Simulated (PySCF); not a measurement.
Ligand exchange on a metal centre used in film growth or etching (Zn OH-Br). All species are isolated molecules in the gas phase. One relaxed conformer stands for each flexible species; it need not be the lowest.

Method: B3LYP-D3(BJ)/def2-TZVP // BP86-D3(BJ)/def2-SVP (PySCF). All candidates: neutral, multiplicity 1. B3LYP has the VWN-RPA correlation part, as in Gaussian. 

| Item | Value |
|---|---|
| HOMO | -8.13 eV |
| LUMO | -1.87 eV |
| HOMO–LUMO gap | 6.26 eV |

### Question
Name which member has these values.
A) [Zn(Br)2]
B) [Zn(OH)(Br)]
C) [Zn(OH)2]

### Answer
B, [Zn(OH)(Br)]. The others give [Zn(OH)2]: -8.16 eV, -1.52 eV, 6.64 eV; [Zn(Br)2]: -8.30 eV, -2.18 eV, 6.13 eV
